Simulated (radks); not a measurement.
Question: Coherent X-ray form factor from a spherical all-electron density. Method: scalar-relativistic Kohn-Sham, PBEsol, spin-polarised, spherical densities, finite nucleus; Fermi nuclear charge, rms radius of each element as measured or else 0.836 A^(1/3) + 0.57 fm; computed with a radial shooting solver on a logarithmic mesh with Libxc functionals.

sin(theta)/lambda (1/angstrom),f0 (electrons)
0.05,5.935
0.1,5.746
0.15,5.452
0.2,5.082
0.25,4.666
0.3,4.235
0.4,3.419
0.5,2.757
0.6,2.276
0.8,1.733
1,1.483
1.25,1.295
1.5,1.131
2,0.821

The species is in the configuration that NIST lists as its ground one. Which atom or ion scatters so?

Answer: The fluorine ion F3+, [He] 2s2 2p2. Extrapolating in s^2 from the first two rows gives f0(0) = 6.0, near the electron count 6; among species with that count, the fall with angle is slower the higher Z, and the table is that of Z = 9; from so few rows the species is fixed only to a neighbour or two.
